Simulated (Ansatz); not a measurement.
Cost and result for the atomization energy of C$_{2}$H$_{5}$FOSi$_{2}$, SMILES `O[SiH2]C#C[SiH2]F` (11 atoms, 10 bonds).

```xyz
11

O    -0.207    2.776    1.319
Si    0.987    1.823    0.725
C     0.313    0.271    0.017
C    -0.134   -0.766   -0.432
Si   -0.808   -2.294   -1.151
F    -0.821   -3.437   -0.037
H    -0.789    2.410    1.988
H     1.960    1.422    1.772
H     1.644    2.601   -0.345
H     0.056   -2.742   -2.264
H    -2.200   -2.065   -1.592
```

Total charge 0; spin multiplicity 1. The geometry is a stationary point of PBE0-D4/def2-TZVP. It is one conformer, not always the lowest. Program: Ansatz. All runs use 4 threads of an Arm Neoverse V1 on a shared host. Times are those of one run each, without the atoms' runs, and a repeat can differ threefold. Electronic energies, without spin–orbit coupling; frozen cores. CCSD(T)/CBS adds CCSD(T) − MP2 in def2-TZVPP to the MP2 limit, and its time is that of the two runs behind it. T1 = 0.012. B3LYP takes the VWN-RPA correlation (the form of Gaussian; ORCA's B3LYP/G).

CCSD(T)/CBS is a level of theory with its own doubt, some kJ/mol a heavy atom from the limit and from the frozen cores, so smaller differences don't rank the functionals.

```tsv
level	functions	wall time
LDA (SPW92)/def2-TZVPP	278	1.5 s
PBE-D4/def2-TZVPP (with forces)	278	2.9 s
CAM-B3LYP-D4/def2-TZVPP	278	4.6 s
r2SCAN-D4/def2-TZVPP (with forces)	278	6 s
B3LYP-D4/def2-TZVPP (with forces)	278	6.5 s
B2PLYP/def2-TZVPP	278	7.5 s
CCSD(T)/def2-SVP	117	8 s
PBE-QIDH/def2-TZVPP	278	8.5 s
B97M-V/def2-TZVPP	278	10 s
ωB97X-V/def2-TZVPP	278	10 s
MP2/def2-QZVPP	518	32 s
CCSD(T)/def2-TZVPP	278	4.9 min
CCSD(T)/CBS(def2)	–	5.4 min
```

Problem. What atomization energy does each give, and how far from CCSD(T)/CBS? (An estimate is asked.)

Solution. Ansatz gave: 
```json
{"level": "LDA (SPW92)/def2-TZVPP", "atomization (kcal/mol)": "1176.4", "difference from CCSD(T)/CBS": "134.1", "per bond": "13.4"}
{"level": "PBE-D4/def2-TZVPP (with forces)", "atomization (kcal/mol)": "1049.7", "difference from CCSD(T)/CBS": "7.4", "per bond": "0.7"}
{"level": "CAM-B3LYP-D4/def2-TZVPP", "atomization (kcal/mol)": "1040.5", "difference from CCSD(T)/CBS": "-1.8", "per bond": "-0.2"}
{"level": "r2SCAN-D4/def2-TZVPP (with forces)", "atomization (kcal/mol)": "1039.1", "difference from CCSD(T)/CBS": "-3.2", "per bond": "-0.3"}
{"level": "B3LYP-D4/def2-TZVPP (with forces)", "atomization (kcal/mol)": "1034.4", "difference from CCSD(T)/CBS": "-7.9", "per bond": "-0.8"}
{"level": "B2PLYP/def2-TZVPP", "atomization (kcal/mol)": "1029.5", "difference from CCSD(T)/CBS": "-12.8", "per bond": "-1.3"}
{"level": "CCSD(T)/def2-SVP", "atomization (kcal/mol)": "965.9", "difference from CCSD(T)/CBS": "-76.4", "per bond": "-7.6"}
{"level": "PBE-QIDH/def2-TZVPP", "atomization (kcal/mol)": "1028.7", "difference from CCSD(T)/CBS": "-13.6", "per bond": "-1.4"}
{"level": "B97M-V/def2-TZVPP", "atomization (kcal/mol)": "1039.3", "difference from CCSD(T)/CBS": "-3.0", "per bond": "-0.3"}
{"level": "ωB97X-V/def2-TZVPP", "atomization (kcal/mol)": "1039.6", "difference from CCSD(T)/CBS": "-2.7", "per bond": "-0.3"}
{"level": "MP2/def2-QZVPP", "atomization (kcal/mol)": "1058.3", "difference from CCSD(T)/CBS": "16.0", "per bond": "1.6"}
{"level": "CCSD(T)/def2-TZVPP", "atomization (kcal/mol)": "1011.9", "difference from CCSD(T)/CBS": "-30.4", "per bond": "-3.0"}
{"level": "CCSD(T)/CBS(def2)", "atomization (kcal/mol)": "1042.3", "difference from CCSD(T)/CBS": "0.0", "per bond": "0.0"}
```

From PBE to PBE0 (25 % exact exchange), in def2-TZVPP and without D4, the atomization energy moves by −19.5 kcal/mol: exact exchange takes away binding that semilocal exchange gives to molecules. At CCSD(T), def2-SVP lies −76.4 kcal/mol from the extrapolated value and def2-TZVPP −30.4 kcal/mol: correlation converges slowly with the basis, and small sets miss more of it in the bonded molecule than in its fragments. The D4 term adds +8.7 kcal/mol with B3LYP and +4.6 kcal/mol with PBE0; it sums over pairs of atoms, weighted by their polarisabilities, and B3LYP, whose exchange is more repulsive, gets the larger term.
